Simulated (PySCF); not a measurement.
**Field gradients at the hydrogen positions**

Compound: C5H16Si2.
Structure used (GFN2-xTB), in Å, numbered top down from 1:
```
atom  x, y, z in Å
C1     3.4171    0.4795    0.0368
Si2    1.6275    0.9211   -0.4208
C3     0.5121   -0.4990    0.1829
C4    -1.0082   -0.3589    0.0234
C5    -1.3554   -0.0425   -1.4304
C6    -1.6441   -1.7080    0.3830
Si7   -1.7408    0.9830    1.1780
H8     3.7357   -0.4443   -0.4372
H9     3.5377    0.3562    1.1089
H10    4.0995    1.2614   -0.2808
H11    1.2692    2.1959    0.2155
H12    1.5596    1.0749   -1.8818
H13    0.8234   -1.4057   -0.3499
H14    0.7328   -0.6895    1.2374
H15   -2.4328   -0.0767   -1.5838
H16   -1.0028    0.9473   -1.7109
H17   -0.8951   -0.7691   -2.1004
H18   -1.4043   -1.9918    1.4063
H19   -2.7280   -1.6675    0.2893
H20   -1.2781   -2.4938   -0.2796
H21   -3.2036    0.9081    1.1148
H22   -1.3086    0.7300    2.5548
H23   -1.3175    2.3164    0.7547
```

Level: PBE0/pcSseg-1 (PySCF, non-relativistic); Q(2H) = 0.00286 b; rigid geometry, the same for H and D, with no vibrational averaging.

Question: Rank these positions by the coupling χzz of a deuteron there, largest first.
A. H23 (Si–H hydrogen)
B. H20 (methyl hydrogen)
C. H9 (methyl hydrogen)
D. H12 (Si–H hydrogen)
E. H13 (methylene hydrogen)

Answer: C (219 kHz), B (208 kHz), E (203 kHz), A (111 kHz), D (106 kHz).

Q: Tabulate Vzz, the asymmetry η and χzz = 234.96 MHz × Q × Vzz for every hydrogen position.

A: 
```csv
atom,bonded to,bond length (Å),Vzz (au),η,χzz (kHz)
H8,C1,1.086,0.3257,0.01,219
H9,C1,1.086,0.3262,0.01,219
H10,C1,1.085,0.3274,0.01,220
H11,Si2,1.469,0.1589,0.01,107
H12,Si2,1.471,0.1582,0.01,106
H13,C3,1.097,0.3019,0.04,203
H14,C3,1.094,0.3064,0.03,206
H15,C5,1.089,0.3128,0.02,210
H16,C5,1.087,0.3142,0.02,211
H17,C5,1.090,0.3109,0.02,209
H18,C6,1.089,0.3133,0.02,211
H19,C6,1.089,0.3129,0.02,210
H20,C6,1.091,0.3096,0.02,208
H21,Si7,1.466,0.1623,0.01,109
H22,Si7,1.465,0.1633,0.01,110
H23,Si7,1.462,0.1650,0.01,111
```

Q: Average by the element that carries the hydrogen.

A: on C: 211 kHz over 11 positions, mean bond length 1.089 Å; on Si: 109 kHz over 5 positions, mean bond length 1.467 Å.

Q: How does χzz go with the bond length over the 11 C–H bonds?

A: A straight-line fit has a slope of -14.4 kHz for each 0.01 Å, with a correlation coefficient of -0.91, over lengths from 1.085 to 1.097 Å. The longer bonds have the smaller couplings here.

The structure is a single GFN2-xTB conformer in the gas phase; no vibrational or solvent corrections. GFN2-xTB bond lengths can be off by several hundredths of an ångström, more for odd bonds, and the gradients follow them. A larger basis could move these couplings by a tenth or more.
